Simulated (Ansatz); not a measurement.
This geometry of GeH4 + H2O (8 atoms, charge 0, multiplicity 1) is a first-order saddle point.

All numbers below come from RKS PBE0-D4/def2-SVP in Ansatz 0.2.0.

```xyz
8
Properties=species:S:1:pos:R:3
Ge -0.202 0.043 -0.190
H -0.246 0.695 1.617
H 1.111 -0.658 0.207
H -0.072 1.486 -0.693
H -0.774 -0.799 -1.373
O -1.918 -0.324 0.803
H -2.161 -1.252 0.946
H -1.204 0.181 1.569
```

Problem. Which two structures does it join? (They come from a converged band through this point; their orientation in space is the band's.)

Solution. Bonds broken: Ge1–H2, O6–H8. Bonds formed: Ge1–O6, H2–H8. GeH4 + H2O becomes GeH4O + H2.

Image 0:

```xyz
8
Properties=species:S:1:pos:R:3
Ge 0.381 0.033 -0.141
H 0.366 -0.109 1.391
H 1.852 -0.017 -0.605
H -0.240 1.367 -0.566
H -0.365 -1.149 -0.779
O -2.606 0.039 0.951
H -2.632 -0.913 0.804
H -2.223 0.118 1.831
```

Image 10:

```xyz
8
Properties=species:S:1:pos:R:3
Ge -0.189 -0.074 -0.815
H -1.256 0.532 3.441
H 1.137 -0.648 -0.272
H -0.100 1.442 -1.020
H -0.567 -0.793 -2.127
O -1.496 -0.282 0.387
H -1.665 -1.206 0.600
H -1.331 0.399 2.693
```

Problem. How far does it lie above each of them?

Solution. 187.5 kJ/mol above the first and 172.5 kJ/mol above the second. This is the barrier of this one path; another mechanism may lie lower. The orbitals stay closed-shell, which can raise the energy where a bond breaks towards radicals; this wasn't checked here.

Run time: 5.3 min on 1 thread of Intel(R) Xeon(R) 6975P-C (Granite Rapids), with other jobs on the host, peak memory 0.18 GiB.
